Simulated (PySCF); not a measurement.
An unknown gives this computed stick spectrum. Method: TDDFT PBE0/def2-SVPD, vertical, gas phase, core orbitals frozen in the response (PySCF). Geometries: GFN2-xTB, one conformer each.

```tsv
state	ν̃ (cm⁻¹)	f	main configurations (H = HOMO, L = LUMO)
S1	69750	0.017	H→L (98%)
S2	72500	0.0084	H-1→L (87%), H-1→L+1 (12%)
S3	74070	0.0039	H→L+1 (80%), H-2→L (15%)
S4	75630	0.016	H-2→L (76%), H→L+1 (16%)
S5	77100	0.0012	H-1→L+1 (81%), H-1→L (10%)
S6	78340	0.0003	H→L+2 (90%)
```

**Question.** Which structure fits?
A. `CCCC(C)(F)F`
B. `C1=CCC=C(F)C1`
C. `CC1=C(F)CC=C1`

**Answer.** A. Its S1, at 8.65 eV, is the highest among the candidates; the nearest of the others has S1 at 5.95 eV. S1 is HOMO→LUMO (98%). Löwdin shares by element: HOMO carbon 47% or more, fluorine 11% or more (atoms not listed hold the other 42%); LUMO carbon 37% or more, hydrogen 8% or more (atoms not listed hold the other 54%). At the same level the other candidates give, for their lowest levels:
- `CC1=C(F)CC=C1`: 4.96 eV (f 0.065); 5.81 eV (f 0.002); 6.30 eV (f 0.012); 6.57 eV (f 0.007); 6.64 eV (f 0.001); T1 3.03 eV; HOMO -6.16, LUMO -0.46 eV
- `FC1=CCC=CC1`: 5.95 eV (f 0.001); 6.51 eV (f 0.001); 6.65 eV (f 0.019); 7.11 eV (f 0.002); 7.13 eV (f 0.001); T1 4.36 eV; HOMO -6.88, LUMO 0.23 eV

Conformer computed: `[CH3:1][CH2:2][CH2:3][C:4]([CH3:5])([F:6])[F:7]`: C1–C2–C3–C4 180°, C2–C3–C4–C5 -179°.
Triplets come from the Tamm–Dancoff approximation.

Without π bonds the low states may be Rydberg-like; a valence basis with one diffuse set may place them up to an eV too high.
